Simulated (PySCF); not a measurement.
**Identify the compound**

An unknown has the formula C₄H₁₃BO₂Si. Its calculated NMR data are:

1H NMR (500 MHz, computed): δ 4.24 (br s, 2H), 3.22 (s, 2H), 1.04 (s, 9H).

13C{1H} NMR (computed): δ 26.5 (CH3, 3C), 8.8 (C).

PySCF 2.14.0 with density-fitted response routines calculation with σ from GIAO-HF/pcSseg-1 and PBE0-D3(BJ)/def2-SVP geometry; averaged over atoms made equivalent by symmetry, fast rotation or ring inversion, relativity neglected, one computed conformer, gas phase.

Shifts are taken against calculated references (same method and geometry level): 1H, 13C vs TMS.

Task: What is the structure?

Result: 
2 carbon signals for 4 carbons: some carbons are equivalent by symmetry or fast rotation. Carbon types of the structure: 1 × C, 3 × CH3, leaving 4 H on heteroatoms. δC 26.5: methyl carbon; a saturated carbon with 1 carbon neighbour and no heteroatom attached. δC 8.8: fully substituted sp3 carbon bonded to Si; an electropositive neighbour leaves it electron-rich and shielded. δH 4.24: hydrogen on an oxygen bonded to B; labile proton, position sensitive to the medium. δH 3.22: hydrogen on a silicon bonded to C, B. δH 1.04: hydrogen on a methyl carbon.

Structure: SMILES CC(C)(C)[SiH2]B(O)O.

The data come from this structure; uniqueness wasn't tested.

The OH or NH signal is concentration- and solvent-dependent in practice; the value given is the gas-phase one. Shifts are as computed. Against solution values, carbons near 30 ppm lie about -0 ppm off and those near 130 ppm about +7 ppm. Of 1309 compounds with measured shifts, 239 miss one by over three times the rms of a fit or turn the order of signals round; such compounds aren't used in these exercises. No couplings were computed; multiplicities are counted from neighbouring protons, with m where these are inequivalent, close in shift, in a saturated or five-membered ring or joined by F or P, and br s for small geminal =CH2 splittings.
